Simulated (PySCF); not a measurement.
Compound: C₃H₆BF.
Structure used (PBE0-D3(BJ)/def2-SVP), in Å, numbered top down from 1:
```xyz
11
C3H6BF angstrom
F      2.5219   -0.2785    1.1355
B      1.5584   -0.2902    0.2248
C      0.1258    0.1323    0.5817
C     -1.0079   -0.5939   -0.1323
C     -0.6990    0.8005   -0.5102
H      1.8627   -0.6533   -0.8945
H     -0.0827    0.4577    1.6060
H     -1.9066   -0.7936    0.4565
H     -0.7385   -1.3950   -0.8266
H     -0.2163    0.9875   -1.4736
H     -1.3792    1.5923   -0.1867
```

The calculation used PBE0-D3(BJ)/def2-SVP geometry optimisation, gas phase (PySCF).

Masses are those of the commonest isotopes; rigid-rotor values at the optimised geometry. The values belong to one conformer with, in the numbering `[F:1][BH:2][CH:3]1[CH2:4][CH2:5]1`, F1–B2–C3–C4 -146°.

Task: What are A, B and C (cm⁻¹)?

Result: Ia = 32.52, Ib = 182.89, Ic = 189.42 u·Å²; 505379 MHz·u·Å²/I gives 15539, 2763 and 2668 MHz, that is A = 0.51831, B = 0.09217, C = 0.08900 cm⁻¹.

Task: What kind of rotor is it?

Result: A near-prolate asymmetric top. Ray's parameter κ = (2B − A − C)/(A − C) = -0.985; −1 is the prolate and +1 the oblate limit.

Task: What does the inertial defect say?

Result: Not planar: Δ = Ic − Ia − Ib = -26.00 u·Å². For a rigid frame Δ = −2 Σ m c², so Σ m c² = 13.00 u·Å² lies off the ab plane: 8.14 from hydrogen and 4.86 from heavier atoms. The atom farthest from that plane is 1.64 Å away.

Task: Give the other two planar moments, Paa and Pbb, and the rms extents of the mass along the axes.

Result: Paa = Σ m a² = (Ib + Ic − Ia)/2 = 169.89 and Pbb = Σ m b² = (Ia + Ic − Ib)/2 = 19.52 u·Å². With the mass M = 72.05 u, the rms extents √(P/M) along a, b and c are 1.54, 0.52, 0.42 Å.

Task: List the rotational levels J(Ka,Kc) to J = 4 (K).

Result: Above 0(0,0), as E/k:
J = 1: 1(0,1) 0.261, 1(1,1) 0.874, 1(1,0) 0.878
J = 2: 2(0,2) 0.782, 2(1,2) 1.391, 2(1,1) 1.404, 2(2,1) 3.244, 2(2,0) 3.244
J = 3: 3(0,3) 1.564, 3(1,3) 2.166, 3(1,2) 2.193, 3(2,2) 4.026, 3(2,1) 4.026, 3(3,1) 7.103, 3(3,0) 7.103
J = 4: 4(0,4) 2.606, 4(1,4) 3.199, 4(1,3) 3.245, 4(2,3) 5.068, 4(2,2) 5.069, 4(3,2) 8.145, 4(3,1) 8.145, 4(4,1) 12.453, 4(4,0) 12.453
The levels of one J sum to (2J + 1)J(J + 1)(A + B + C)/3.

Task: Predict some low-J microwave lines.

Result: The dipole components are |μa| = 1.69 D, |μb| = 0.00 D, |μc| = 0.20 D; the mirror of this Cs structure is the ac plane, so μb vanishes by symmetry and there are no b-type lines. The squared components, which scale the intensities, stand as 1.00 : 0.01 (a : c). Some lines, for components of 0.1 D or more:

| type | branch | J(Ka,Kc) | MHz | lower level (cm⁻¹) |
| --- | --- | --- | --- | --- |
| a | Q | 3(1,2) ← 3(1,3) | 571 | 1.505 |
| a | R | 2(1,2) ← 1(1,1) | 10767 | 0.607 |
| c | Q | 4(1,4) ← 4(0,4) | 12354 | 1.811 |
| c | Q | 3(1,3) ← 3(0,3) | 12540 | 1.087 |
| c | Q | 2(1,2) ← 2(0,2) | 12681 | 0.543 |
| c | Q | 1(1,1) ← 1(0,1) | 12775 | 0.181 |
| a | R | 3(2,1) ← 2(2,0) | 16296 | 2.254 |
| a | R | 3(1,2) ← 2(1,1) | 16436 | 0.976 |
| c | R | 1(1,0) ← 0(0,0) | 18302 | 0.000 |
| a | R | 4(1,4) ← 3(1,3) | 21534 | 1.505 |
| a | R | 4(0,4) ← 3(0,3) | 21720 | 1.087 |
| a | R | 4(3,1) ← 3(3,0) | 21726 | 4.937 |
| c | R | 2(1,1) ← 1(0,1) | 23828 | 0.181 |
| c | R | 3(1,2) ← 2(0,2) | 29403 | 0.543 |
| c | R | 4(1,3) ← 3(0,3) | 35025 | 1.087 |
| c | Q | 4(2,3) ← 4(1,3) | 37994 | 2.255 |
| c | Q | 3(2,2) ← 3(1,2) | 38184 | 1.524 |
| c | R | 3(2,1) ← 2(1,1) | 54623 | 0.976 |
| c | R | 3(2,2) ← 2(1,2) | 54905 | 0.966 |
| c | R | 4(2,2) ← 3(1,2) | 59916 | 1.524 |
| c | R | 4(2,3) ← 3(1,3) | 60479 | 1.505 |
| c | Q | 4(3,2) ← 4(2,2) | 64108 | 3.523 |
| c | Q | 3(3,1) ← 3(2,1) | 64112 | 2.798 |
| c | R | 3(3,0) ← 2(2,0) | 80408 | 2.254 |
| c | R | 3(3,1) ← 2(2,1) | 80409 | 2.254 |
| c | R | 4(3,2) ← 3(2,2) | 85841 | 2.798 |
| c | R | 4(4,1) ← 3(3,1) | 111486 | 4.937 |

Task: Estimate the classical rotational partition function at 10 K, 25 K and 298.15 K.

Result: Point group Cs, symmetry number σ = 1; q = (√π/σ)·√((kT/h)³/(ABC)), k/h = 20836.6 MHz/K: 498 at 10 K, 1970 at 25 K, 81100 at 298.15 K.

PBE0-D3(BJ)/def2-SVP frequencies: not computed here. No vibrational averaging or centrifugal distortion is included, and the geometry carries the error of its method. Quadrupole hyperfine structure (11B) is left out.

The run took 22 s of wall time on one thread, Arm Neoverse V2 (aarch64), shared host with 96 logical CPUs at a one-minute load of 16, and the process peaked at 0.47 GiB of memory. That covers the optimisation of the geometry.
